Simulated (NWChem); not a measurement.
BH, singlet; SMILES [BH]

All runs: NWChem. Low-valent species are run as closed-shell singlets; no triplet was tried in these runs. All runs use the structure optimised with B3LYP/6-31G* (spherical d). Level BLYP/def2-SVPD: energy and gradient; each run changes one setting, and changes count from the defaults (medium grid, exact Coulomb integrals, symmetry on).

| setting | size of the energy change (μHa) | largest change of a gradient component (μHa/bohr) |
|---|---|---|
| defaults | < 10 | < 30 |
| coarse grid | < 10 | 30 |
| tight SCF thresholds and tolerances | < 10 | < 30 |
| symmetry off | < 10 | other frame |
| Becke weights | < 10 | < 30 |
| extra-fine grid | < 10 | < 30 |
